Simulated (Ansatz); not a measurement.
Al₄B₂, relaxed as a singlet with RKS B3LYP-D4/def2-SVP in Ansatz, starting from the GFN1-xTB geometry. Force threshold 0.02 eV/Å.

The restricted singlet is unstable towards broken spin symmetry at other levels; at B3LYP-D4/def2-SVP this wasn't settled. Another isomer (singlet) lies 3.40 eV lower at PBE0-D4/def2-TZVP; other spin states weren't run for this one.

Start:

Cartesian coordinates in Å:
```
B 1.473 -1.073 0.136
B -1.589 2.154 -0.056
Al -2.857 0.692 -0.426
Al 1.097 -0.880 2.144
Al 2.094 -1.393 -1.786
Al -0.218 0.500 -0.012
```

(1) Estimate the energy that the relaxation releases and the steps that it takes.

(2) Does the start keep its bonding?

(3) Predict the relaxed structure.

Answers

(1) 68.5 kJ/mol, in 11 steps; 9 s on 4 threads of INTEL XEON PLATINUM 8581C on a shared host. No frequencies were taken in this run, so the end may be a saddle point.

(2) By distances, no bond broke or formed. The bond that changes most is B1–Al6, from 2.31 to 2.01 Å (atoms count from 1).

(3) 
```xyz
6

B     0.9107   -1.1576    0.1522
B    -1.3803    2.0472   -0.2445
Al   -3.1037    1.0883   -0.4833
Al    1.8224   -1.0220    1.9612
Al    2.3575   -1.0835   -1.2678
Al   -0.6066    0.1275   -0.1178
```
Bond lengths (bridged metal pairs left out): 5 × Al–B 1.99 to 2.07 Å; 1 × Al–Al 2.70 Å.
